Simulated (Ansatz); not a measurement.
Cartesian coordinates (Å):
SMILES: [O-][SiH2]S
```xyz
6

O     -1.6999     1.1697     0.0760
Si    -0.6326     0.0488     0.0357
S      1.4460     0.8736    -0.1026
H     -0.6573    -0.9104    -1.1273
H     -0.5186    -0.8635     1.2307
H      2.0624    -0.3181    -0.1124
```
Charge -1, spin multiplicity 1.

Method: frozen-core CCSD(T)/def2-TZVPD // CAM-B3LYP-D3(BJ)/def2-TZVPD run with Ansatz (a first-principles code).

```
Property                        Value
----------------------  -------------
HF energy               -763.21609 Ha
MP2 correlation energy    -0.55247 Ha
```

### Question
Estimate the CCSD correlation energy, the (T) correction, the total energy and the T1 diagnostic.

### Answer

```yaml
CCSD correlation energy: -0.58226 Ha
"(T) correction": -0.02542 Ha
CCSD(T) total energy: -763.82378 Ha
T1 diagnostic: 0.016
```
